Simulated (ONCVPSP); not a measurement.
# An all-electron radial function and its pseudo partner (He)

Columns: radius, all-electron u(r) and pseudo u(r) of the 1s shell (level -26.72 eV) of helium in the configuration 1s1.5; PBE, scalar-relativistic, ONCV scheme, ONCVPSP 4.0.1.

```
r (bohr)  all-electron  pseudo
   0.030        0.1463  0.1153
   0.060        0.2753  0.2285
   0.090        0.3887  0.3376
   0.120        0.4879  0.4407
   0.150        0.5744  0.5361
   0.180        0.6493  0.6225
   0.210        0.7139  0.6989
   0.240        0.7690  0.7651
   0.270        0.8155  0.8207
   0.300        0.8545  0.8666
   0.330        0.8867  0.9033
   0.360        0.9128  0.9315
   0.390        0.9333  0.9519
   0.420        0.9490  0.9656
   0.450        0.9603  0.9734
   0.480        0.9676  0.9765
   0.510        0.9714  0.9764
   0.540        0.9722  0.9741
   0.570        0.9702  0.9706
   0.600        0.9658  0.9658
   0.630        0.9592  0.9593
   0.660        0.9508  0.9508
   0.690        0.9407  0.9407
   0.720        0.9292  0.9292
   0.750        0.9164  0.9164
   0.780        0.9025  0.9025
```

Problem. How many radial nodes do the two functions have?

Solution. The all-electron 1s function has n − l − 1 = 0; the pseudo-wave has 0.

Problem. At about which radius was the pseudo-wave matched?

Solution. 0.60 bohr, where the columns begin to agree (steps of 0.03 bohr).

Problem. Is the pseudo-wave norm-conserving?

Solution. Yes: the ONCV scheme keeps the norm inside the radius equal to the all-electron one, which fixes the energy derivative of the logarithmic derivative at the level.
